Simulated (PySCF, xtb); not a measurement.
Cl₄Ge, SMILES [Cl][Ge-]([Cl])([Cl])[Cl] (connectivity only; charge and spin as stated), charge -1, multiplicity 2.

Harmonic wavenumbers (cm⁻¹) from GFN2-xTB in xtb 6.7.1 at its own minimum, in rising order: 52, 60, 80, 86, 106, 194, 208, 249, 269.

**Question.** What does PBE-D3(BJ)/def2-SVPD (PySCF 2.14.0) give at its own minimum? (The exact figures need the calculation; the answer reports its results.)

**Answer.** 44, 44, 44, 72, 72, 267, 286, 286, 286. Paired by order, the mean absolute difference is 35 cm⁻¹ and the zero-point energies are 1.9 and 2.0 kcal/mol.
